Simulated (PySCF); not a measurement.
**Radial density of Si²⁺ (silicon, charge +2)**

UHF, [Ne] 3s2, closed-shell 1S. Calculation: PySCF 2.14, in aug-cc-pV(T+d)Z (6s5p4d2f, 55 functions); the non-relativistic Hamiltonian (point nucleus).

| r (bohr) | 4πr²ρ (e/bohr) |
| --- | --- |
| 0.00151 | 0.04854 |
| 0.00254 | 0.1332 |
| 0.00427 | 0.3594 |
| 0.00718 | 0.9369 |
| 0.0121 | 2.313 |
| 0.0203 | 5.199 |
| 0.0342 | 10.01 |
| 0.0575 | 14.93 |
| 0.0967 | 14.95 |
| 0.163 | 10.19 |
| 0.274 | 11.52 |
| 0.460 | 14.01 |
| 0.774 | 6.002 |
| 1.30 | 1.459 |
| 2.19 | 0.9663 |
| 3.68 | 0.1006 |
| 6.19 | 0.0004737 |
